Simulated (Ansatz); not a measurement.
Br⁻ beside SiH4: relaxation of the pair.

Input (in.yaml):

```yaml
crystal:
  periodic: [false, false, false]
  atoms:
    - {symbol: Br, position_ang: [0.078801, -0.176578, -2.764562]}
    - {symbol: Si, position_ang: [-0.013177, 0.029246, 0.459466]}
    - {symbol: H, position_ang: [-0.058541, 0.128219, 1.994110]}
    - {symbol: H, position_ang: [-0.682572, -1.277141, 0.166001]}
    - {symbol: H, position_ang: [1.449780, 0.061968, 0.143708]}
    - {symbol: H, position_ang: [-0.774291, 1.234385, 0.001278]}
basis:
  gaussian: {orbitals: def2-TZVPD}
total_charge: -1
hamiltonian: {xc: pbe0, dispersion: d4}
relax: {f_tol: 0.005, max_steps: 200}
```

An equivalent command:

```bash
ansatz run in.yaml --threads 2 --pin off --events-out ev --progress --plain
```

Output of Ansatz 0.2.0:

```
Functional definition: PBE0
  name "PBE0"
  cite "Adamo & Barone, J. Chem. Phys. 110, 6158 (1999) doi:10.1063/1.478522"
  cite "Perdew, Burke & Ernzerhof, Phys. Rev. Lett. 77, 3865 (1996) doi:10.1103/PhysRevLett.77.3865"
  parent pbe
  parameter a = 0.25
  parameter kappa = 0.804
  parameter beta = 0.06672455060314922
  exchange = (1 - a)*pbe_x(kappa = kappa, mu = beta*pi^2/3) + a*exact_x
  correlation = pbe_c(beta = beta)
972 factors; their error is unknown
mean field evaluation 1: about -77979.2387 eV, gradient 1.3e1 eV
mean field evaluation 2: about -77979.3723 eV, gradient 9.0e0 eV
mean field evaluation 4: about -77979.4755 eV, gradient 3.1e-1 eV
mean field evaluation 8: about -77979.8008 eV, gradient 1.2e-2 eV
mean field -77979.80083456 eV, -2865.7048240625 hartree, gradient 5.2e-5 eV, S^2 0.000000; 0 other end points of the search recorded, 0 dependent functions left out
the calculation of the forces begins
reference -77979.80087626 eV, -2865.7048255951 hartree; 27, 27 occupied and 109, 109 virtual orbitals, 972 factors
relax step   1: F+E_penalty+E_count = -77979.88687707 eV  Δ(F+E_penalty+E_count) = +0.000e0 eV  max|allowed force component| = 2.905e-1 eV/Å  Δτ_max = 0.0000 Å  (23 SCF iters, accepted)
these checks for a lower state are left out or cut short: starts, cluster_reference, orbital_swaps, neighbouring_geometries, increment
972 factors; their error is unknown
mean field evaluation 16: about -77979.8109 eV, gradient 3.6e-1 eV
mean field -77979.81097628 eV, -2865.7051967642 hartree, gradient 8.8e-6 eV, S^2 0.000000; 0 other end points of the search recorded, 0 dependent functions left out
the calculation of the forces begins
reference -77979.81101791 eV, -2865.7051982937 hartree; 27, 27 occupied and 109, 109 virtual orbitals, 972 factors
relax step   2: F+E_penalty+E_count = -77979.89732760 eV  Δ(F+E_penalty+E_count) = -1.045e-2 eV  max|allowed force component| = 7.015e-2 eV/Å  Δτ_max = 0.0179 Å  (28 SCF iters, accepted)
these checks for a lower state are left out or cut short: starts, cluster_reference, orbital_swaps, neighbouring_geometries, increment
972 factors; their error is unknown
mean field -77979.81175678 eV, -2865.7052254467 hartree, gradient 8.8e-6 eV, S^2 0.000000; 0 other end points of the search recorded, 0 dependent functions left out
the calculation of the forces begins
reference -77979.81179835 eV, -2865.7052269747 hartree; 27, 27 occupied and 109, 109 virtual orbitals, 972 factors
relax step   3: F+E_penalty+E_count = -77979.89851805 eV  Δ(F+E_penalty+E_count) = -1.190e-3 eV  max|allowed force component| = 3.610e-2 eV/Å  Δτ_max = 0.0180 Å  (29 SCF iters, accepted)
these checks for a lower state are left out or cut short: starts, cluster_reference, orbital_swaps, neighbouring_geometries, increment
972 factors; their error is unknown
mean field evaluation 32: about -77979.8117 eV, gradient 6.7e-4 eV
mean field -77979.81171891 eV, -2865.7052240552 hartree, gradient 8.8e-6 eV, S^2 0.000000; 0 other end points of the search recorded, 0 dependent functions left out
the calculation of the forces begins
reference -77979.81176046 eV, -2865.7052255820 hartree; 27, 27 occupied and 109, 109 virtual orbitals, 972 factors
relax step   4: F+E_penalty+E_count = -77979.89892782 eV  Δ(F+E_penalty+E_count) = -4.098e-4 eV  max|allowed force component| = 3.321e-2 eV/Å  Δτ_max = 0.0176 Å  (29 SCF iters, accepted)
these checks for a lower state are left out or cut short: starts, cluster_reference, orbital_swaps, neighbouring_geometries, increment
972 factors; their error is unknown
mean field -77979.81160556 eV, -2865.7052198896 hartree, gradient 8.8e-6 eV, S^2 0.000000; 0 other end points of the search recorded, 0 dependent functions left out
the calculation of the forces begins
reference -77979.81164709 eV, -2865.7052214156 hartree; 27, 27 occupied and 109, 109 virtual orbitals, 972 factors
relax step   5: F+E_penalty+E_count = -77979.89905874 eV  Δ(F+E_penalty+E_count) = -1.309e-4 eV  max|allowed force component| = 3.581e-3 eV/Å  Δτ_max = 0.0084 Å  (29 SCF iters, accepted)
972 factors; their error is unknown
mean field -77979.81160556 eV, -2865.7052198896 hartree, gradient 8.8e-6 eV, S^2 0.000000; 1 other end points of the search recorded, 0 dependent functions left out
the calculation of the forces begins
reference -77979.81164709 eV, -2865.7052214156 hartree; 27, 27 occupied and 109, 109 virtual orbitals, 972 factors
Total energy: -77979.89910027 eV, -2865.7084352607 hartree
Atom 0 at     0.078592    -0.173452    -2.706241 Å, force    -0.000108     0.000216     0.003581 eV/Å
Atom 1 at    -0.012871     0.028335     0.441924 Å, force     0.000558    -0.000101    -0.003360 eV/Å
Atom 2 at    -0.056878     0.125719     1.960239 Å, force    -0.000382    -0.000051     0.000772 eV/Å
Atom 3 at    -0.677192    -1.265425     0.163289 Å, force     0.000261     0.000660    -0.000213 eV/Å
Atom 4 at     1.436379     0.061532     0.139709 Å, force    -0.000611    -0.000076    -0.000578 eV/Å
Atom 5 at    -0.768029     1.223391     0.001082 Å, force     0.000281    -0.000647    -0.000202 eV/Å
Dipole moment:    -0.011885     0.026128     0.407764 e Å
```

The run took about 15 s on 2 CPU threads (shared host).
